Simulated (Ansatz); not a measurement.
Mulliken charges of H₅N₂O₂Ta (`[NH2][Ta]([NH2])(=[O])[OH]`) from PBE/def2-TZVPP in Ansatz (PBE0-D4/def2-TZVP geometry).

| atom | x (Å) | y (Å) | z (Å) | charge (e) |
| --- | --- | --- | --- | --- |
| N1 | -1.653 | 0.710 | -0.002 | -0.411 |
| Ta2 | 0.007 | -0.362 | -0.224 | 0.733 |
| N3 | 1.275 | -0.113 | 1.286 | -0.411 |
| O4 | -0.472 | -2.015 | -0.192 | -0.356 |
| O5 | 0.870 | 0.149 | -1.861 | -0.382 |
| H6 | -2.565 | 0.310 | 0.157 | 0.169 |
| H7 | -1.710 | 1.718 | 0.008 | 0.148 |
| H8 | 1.510 | -0.835 | 1.950 | 0.169 |
| H9 | 1.747 | 0.746 | 1.528 | 0.148 |
| H10 | 1.073 | -0.358 | -2.647 | 0.194 |

Q: By hand: the dipole of these point charges (1 e Å = 4.8032 D).

A: Σ q r = (0.032, 0.356, 0.157) e Å, of length 0.390 e Å = 1.87 D.

Q: How does the dipole of the full density compare? (Best estimate.)

A: Computed: (0.114, 0.522, 0.075) e Å, 2.59 D; the point charges give 0.72 times that, at 17° from its direction.

Point charges leave out the atoms' own dipoles, such as those of lone pairs, and Mulliken's split depends on the basis, so the two needn't agree.
